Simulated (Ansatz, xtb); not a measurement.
**Relative energy of two isomers of C4H8BBrO**

We compare X, `C=C[C@H](C)OBBr`, a singlet, with Y, `BrB1CCCCO1`, a singlet. Both are isolated molecules in the gas phase, relaxed with r2SCAN-D4/def2-SVP; the shapes shown needn't be the lowest conformers.

X (Å):

```xyz
15

C    -0.9891    1.0079    2.6721
C     0.1183    0.6571    2.0123
C     0.2952   -0.6575    1.3111
C     1.4656   -1.4599    1.8500
B    -0.3194   -0.2852   -1.0720
Br   -2.2282   -0.5322   -0.8007
O     0.5732   -0.3961   -0.0867
H    -1.0680    1.9707    3.1854
H    -1.8588    0.3429    2.7166
H     0.9801    1.3366    1.9604
H    -0.6396   -1.2404    1.3806
H     1.2990   -1.7054    2.9091
H     1.5829   -2.3955    1.2829
H     2.3988   -0.8821    1.7647
H     0.0579   -0.0349   -2.1857
```

Y (Å):

```xyz
15

C     0.8848    0.5150    0.2284
C     0.2292   -0.3265   -0.8758
C     1.0525   -1.5893   -1.1267
C     1.1327   -2.4473    0.1240
B     1.4705   -0.3887    1.3732
Br    2.1315    0.4050    3.0201
O     1.5845   -1.7237    1.2786
H     0.2020    1.2774    0.6391
H     1.7369    1.0939   -0.1801
H     0.1135    0.2515   -1.8078
H    -0.7909   -0.6200   -0.5662
H     0.6208   -2.2000   -1.9378
H     2.0739   -1.3115   -1.4475
H     1.8293   -3.2899   -0.0080
H     0.1422   -2.8704    0.3696
```

Quicker runs give these differences E(Y) − E(X): GFN2-xTB −86.9 kJ/mol; HF/STO-3G −237.8 kJ/mol (at GFN2-xTB geometries); r2SCAN-D4/def2-SVP//GFN2-xTB −134.4 kJ/mol.

Q: Estimate E(Y) − E(X) at the level CCSD(T)/def2-SVP + ΔMP2/def2-TZVPP.

A: Calculated at CCSD(T)/def2-SVP + ΔMP2/def2-TZVPP: E(Y) − E(X) = −109.6 kJ/mol, so structure Y lies lower.

How the difference moves with the method:

```
                             level            geometry  E(Y) − E(X) (kJ/mol)  departure from the last row (kJ/mol)  job, with rough time for the two
                          GFN2-xTB            GFN2-xTB                   −86.9                                 +22.7              optimisation, 0.43 s
                         HF/STO-3G            GFN2-xTB                  −237.8                                −128.2              single point, 0.52 s
      r2SCAN-D4/def2-SVP//GFN2-xTB            GFN2-xTB                  −134.4                                 −24.8               single point, 5.1 s
                r2SCAN-D4/def2-SVP  r2SCAN-D4/def2-SVP                  −131.7                                 −22.1                optimisation, 56 s
                       HF/def2-SVP  r2SCAN-D4/def2-SVP                  −113.7                                  −4.1           part of the CCSD(T) run
                      MP2/def2-SVP  r2SCAN-D4/def2-SVP                  −123.9                                 −14.3           part of the CCSD(T) run
                  CCSD(T)/def2-SVP  r2SCAN-D4/def2-SVP                  −113.5                                  −3.9                      single point
CCSD(T)/def2-SVP + ΔMP2/def2-TZVPP  r2SCAN-D4/def2-SVP                  −109.6                                                   single point, 2.4 min
```

As drawn, Y has 1 C–B, 1 C–C, 1 C–H in place of 1 C=C, 1 B–H. Structure X has no ring, Y a 6-membered ring.

The levels shown agree on the order. The largest departure from CCSD(T)/def2-SVP + ΔMP2/def2-TZVPP is that of HF/STO-3G, 128.2 kJ/mol. The last row adds to CCSD(T) the change of the MP2 difference between the two basis sets, here +3.9 kJ/mol.

With thermal terms from frequencies at re-optimised GFN2-xTB minima (ideal gas, soft modes damped towards free rotors, one conformer each, 298.15 K, 1 atm): on the last row, ΔE + ΔZPE = −95.5, ΔH = −99.9, ΔG = −89.9 kJ/mol.

The correlated steps freeze 15 core orbitals; the filled d shell of Br is correlated, in a basis made for valence electrons. Mirror images aren't counted in ΔG. Codes used: Ansatz 0.2.0, xtb 6.7.1; the last row on 4 threads of Arm Neoverse V1 on a shared host.
